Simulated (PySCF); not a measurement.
Pb(H)(SiH3) (H4PbSi), SMILES [SiH3][PbH] (connectivity only; charge and spin as stated), neutral, multiplicity 1. Coordinates come from a B3LYP-D3(BJ)/def2-TZVP optimisation. The def2 effective core potentials stand for the cores of Pb; spin–orbit coupling is left out.

Calculation: B3LYP-D3(BJ)/def2-TZVP run with PySCF 2.14.0.

Harmonic wavenumbers (cm⁻¹): 86, 239, 328, 329, 541, 850, 940, 955, 1582, 2170, 2184, 2189. Rotational constants (GHz): 54.78, 2.336, 2.299; symmetry number 1.

Task: Work out the zero-point energy and the ideal-gas rigid-rotor harmonic-oscillator thermochemistry at 298.15 K and 1 atm.

Result: ZPE = ½ Σ hcν = ½ × 12395 cm⁻¹ = 17.72 kcal/mol. H − E(el) = 21.59 kcal/mol. Entropy in cal/(mol K): translation 42.32, rotation 24.51, vibration 9.06, total 75.89. G − E(el) = -1.04 kcal/mol. Cp = 17.61 cal/(mol K). Modes under 150 cm⁻¹ make the vibrational entropy uncertain.
